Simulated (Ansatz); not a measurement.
Born–Oppenheimer molecular dynamics of a periodic cell of 15 atoms, CaH$_{8}$Cl$_{2}$O$_{4}$ (contents 4 H2O + 1 Ca + 2 Cl, density as packed 1.26 g/cm³ with natural masses). It goes on from the last frame of an earlier run, with new velocities.

All numbers below come from Ansatz, DFT PBE-D3(BJ), scalar-relativistic, plane waves, PAW. Settings: accuracy low, cutoff 420 eV, k mesh 1x1x1, fermi-dirac smearing 0.05 eV, no spin polarisation.

- ensemble: NVT, Langevin thermostat
- time step: 0.5 fs
- steps asked: 400
- set temperature: 250 K
- friction: 0.01 /fs
- seed: 742289

Frames 2.5 fs apart, positions in Å.

Velocities at 140.0 fs (Å/ps):

```
O 3.26 -0.42 -3.02
H -2.02 -3.01 -5.64
H 9.72 -13.05 17.42
O 1.59 -0.57 -1.61
H 6.35 -8.24 -0.65
H 8.66 2.51 9.42
O -1.70 -9.14 0.69
H -11.01 -21.70 22.94
H -0.93 -25.85 -2.65
O 0.88 -0.19 -0.71
H 9.73 -15.58 5.12
H -18.32 -0.28 -4.37
Ca -1.87 4.38 -2.02
Cl -1.46 -8.67 0.77
Cl 0.40 3.37 -3.00
```

```xyz
15
Lattice="6.2300 0.0000 0.0000 0.0000 6.2300 0.0000 0.0000 0.0000 6.2300" Properties=species:S:1:pos:R:3 time_fs=140.0 energy_less_start_eV=0.009 T=262
O 3.246 5.380 1.139
H 4.223 5.412 1.000
H 3.010 6.261 0.825
O 4.805 -0.062 4.598
H 5.538 -0.386 5.171
H 4.325 0.591 5.149
O 0.612 2.334 2.101
H 0.214 1.442 2.231
H -0.019 2.837 1.461
O 3.169 4.190 4.006
H 3.683 4.987 4.476
H 2.918 3.475 4.654
Ca 2.672 3.263 1.945
Cl -0.105 4.701 6.865
Cl 2.759 1.814 5.990
15
Lattice="6.2300 0.0000 0.0000 0.0000 6.2300 0.0000 0.0000 0.0000 6.2300" Properties=species:S:1:pos:R:3 time_fs=142.5 energy_less_start_eV=-0.105 T=337
O 3.256 5.377 1.134
H 4.223 5.380 0.993
H 3.004 6.257 0.853
O 4.811 -0.063 4.591
H 5.543 -0.404 5.171
H 4.344 0.599 5.162
O 0.604 2.309 2.103
H 0.206 1.413 2.284
H 0.011 2.774 1.468
O 3.169 4.189 4.005
H 3.708 4.926 4.464
H 2.884 3.504 4.654
Ca 2.666 3.276 1.941
Cl -0.109 4.678 6.867
Cl 2.760 1.821 5.982
15
Lattice="6.2300 0.0000 0.0000 0.0000 6.2300 0.0000 0.0000 0.0000 6.2300" Properties=species:S:1:pos:R:3 time_fs=145.0 energy_less_start_eV=-0.149 T=331
O 3.268 5.374 1.132
H 4.238 5.335 0.990
H 2.946 6.292 0.856
O 4.817 -0.061 4.586
H 5.524 -0.430 5.173
H 4.375 0.600 5.148
O 0.591 2.278 2.105
H 0.227 1.431 2.331
H 0.044 2.735 1.469
O 3.164 4.187 4.004
H 3.734 4.853 4.418
H 2.863 3.557 4.673
Ca 2.662 3.290 1.939
Cl -0.112 4.656 6.868
Cl 2.761 1.828 5.973
15
Lattice="6.2300 0.0000 0.0000 0.0000 6.2300 0.0000 0.0000 0.0000 6.2300" Properties=species:S:1:pos:R:3 time_fs=147.5 energy_less_start_eV=-0.245 T=373
O 3.277 5.376 1.133
H 4.267 5.305 0.973
H 2.900 6.267 0.859
O 4.824 -0.062 4.579
H 5.499 -0.459 5.169
H 4.401 0.612 5.145
O 0.584 2.247 2.111
H 0.225 1.407 2.381
H 0.028 2.733 1.423
O 3.156 4.178 4.000
H 3.802 4.836 4.376
H 2.849 3.598 4.718
Ca 2.656 3.304 1.935
Cl -0.116 4.632 6.870
Cl 2.761 1.833 5.964
15
Lattice="6.2300 0.0000 0.0000 0.0000 6.2300 0.0000 0.0000 0.0000 6.2300" Properties=species:S:1:pos:R:3 time_fs=150.0 energy_less_start_eV=-0.203 T=370
O 3.285 5.379 1.134
H 4.274 5.315 0.952
H 2.887 6.191 0.859
O 4.829 -0.064 4.570
H 5.477 -0.498 5.170
H 4.409 0.632 5.143
O 0.577 2.217 2.118
H 0.204 1.345 2.421
H 0.032 2.717 1.402
O 3.148 4.168 3.995
H 3.872 4.850 4.329
H 2.844 3.638 4.787
Ca 2.649 3.317 1.932
Cl -0.119 4.607 6.871
Cl 2.765 1.839 5.956
15
Lattice="6.2300 0.0000 0.0000 0.0000 6.2300 0.0000 0.0000 0.0000 6.2300" Properties=species:S:1:pos:R:3 time_fs=152.5 energy_less_start_eV=-0.327 T=444
O 3.297 5.378 1.139
H 4.252 5.354 0.934
H 2.865 6.168 0.824
O 4.833 -0.066 4.558
H 5.459 -0.531 5.172
H 4.397 0.642 5.110
O 0.570 2.186 2.124
H 0.193 1.330 2.423
H 0.061 2.662 1.425
O 3.141 4.157 3.997
H 3.877 4.843 4.245
H 2.868 3.702 4.828
Ca 2.640 3.329 1.930
Cl -0.122 4.582 6.873
Cl 2.769 1.844 5.947
15
Lattice="6.2300 0.0000 0.0000 0.0000 6.2300 0.0000 0.0000 0.0000 6.2300" Properties=species:S:1:pos:R:3 time_fs=155.0 energy_less_start_eV=-0.308 T=434
O 3.311 5.373 1.151
H 4.256 5.420 0.894
H 2.841 6.198 0.756
O 4.841 -0.072 4.548
H 5.447 -0.546 5.174
H 4.379 0.626 5.046
O 0.563 2.155 2.134
H 0.174 1.342 2.397
H 0.068 2.600 1.449
O 3.135 4.148 4.000
H 3.824 4.827 4.153
H 2.908 3.770 4.856
Ca 2.631 3.341 1.927
Cl -0.128 4.558 6.874
Cl 2.773 1.849 5.938
15
Lattice="6.2300 0.0000 0.0000 0.0000 6.2300 0.0000 0.0000 0.0000 6.2300" Properties=species:S:1:pos:R:3 time_fs=157.5 energy_less_start_eV=-0.337 T=444
O 3.323 5.372 1.161
H 4.277 5.483 0.841
H 2.862 6.163 0.708
O 4.850 -0.078 4.537
H 5.428 -0.533 5.178
H 4.352 0.616 4.991
O 0.561 2.129 2.147
H 0.124 1.293 2.377
H 0.039 2.576 1.429
O 3.126 4.136 4.000
H 3.792 4.862 4.076
H 2.944 3.812 4.907
Ca 2.622 3.353 1.923
Cl -0.133 4.535 6.878
Cl 2.777 1.852 5.930
15
Lattice="6.2300 0.0000 0.0000 0.0000 6.2300 0.0000 0.0000 0.0000 6.2300" Properties=species:S:1:pos:R:3 time_fs=160.0 energy_less_start_eV=-0.216 T=365
O 3.334 5.373 1.169
H 4.274 5.504 0.830
H 2.906 6.080 0.695
O 4.860 -0.083 4.524
H 5.417 -0.519 5.200
H 4.313 0.623 4.955
O 0.561 2.103 2.163
H 0.085 1.240 2.361
H 0.017 2.557 1.428
O 3.112 4.125 3.998
H 3.771 4.927 4.010
H 2.983 3.836 4.943
Ca 2.610 3.365 1.919
Cl -0.138 4.512 6.883
Cl 2.782 1.855 5.922
15
Lattice="6.2300 0.0000 0.0000 0.0000 6.2300 0.0000 0.0000 0.0000 6.2300" Properties=species:S:1:pos:R:3 time_fs=162.5 energy_less_start_eV=-0.268 T=405
O 3.349 5.374 1.176
H 4.256 5.483 0.865
H 2.892 6.054 0.660
O 4.869 -0.083 4.511
H 5.421 -0.508 5.242
H 4.296 0.615 4.924
O 0.555 2.074 2.176
H 0.093 1.246 2.336
H 0.039 2.529 1.474
O 3.099 4.117 3.995
H 3.720 4.953 3.977
H 3.029 3.846 4.928
Ca 2.598 3.378 1.914
Cl -0.143 4.489 6.888
Cl 2.787 1.858 5.914
15
Lattice="6.2300 0.0000 0.0000 0.0000 6.2300 0.0000 0.0000 0.0000 6.2300" Properties=species:S:1:pos:R:3 time_fs=165.0 energy_less_start_eV=-0.253 T=394
O 3.359 5.376 1.184
H 4.290 5.437 0.909
H 2.840 6.074 0.622
O 4.876 -0.085 4.498
H 5.408 -0.483 5.266
H 4.295 0.595 4.902
O 0.547 2.045 2.190
H 0.109 1.219 2.337
H 0.067 2.522 1.505
O 3.089 4.112 3.989
H 3.648 4.931 3.979
H 3.068 3.837 4.902
Ca 2.584 3.391 1.908
Cl -0.147 4.466 6.893
Cl 2.793 1.860 5.907
15
Lattice="6.2300 0.0000 0.0000 0.0000 6.2300 0.0000 0.0000 0.0000 6.2300" Properties=species:S:1:pos:R:3 time_fs=167.5 energy_less_start_eV=-0.315 T=423
O 3.362 5.383 1.188
H 4.353 5.383 0.953
H 2.847 6.049 0.636
O 4.884 -0.088 4.488
H 5.377 -0.437 5.243
H 4.301 0.584 4.894
O 0.540 2.015 2.209
H 0.106 1.144 2.369
H 0.063 2.539 1.503
O 3.081 4.110 3.978
H 3.600 4.923 3.998
H 3.099 3.785 4.918
Ca 2.568 3.401 1.901
Cl -0.151 4.442 6.896
Cl 2.799 1.859 5.901
```

Of the whole run (200 fs, mean temperature of the second half 374 K): The mean temperature of the second half is 50 % above the set value. A run of 0.2 ps of so small a system gives no equilibrium averages. Limits of this set-up: coarse k mesh, low accuracy level.

The run took 5.5 min on 1 thread of Arm Neoverse V2, on a shared host, peak memory 0.35 GiB.
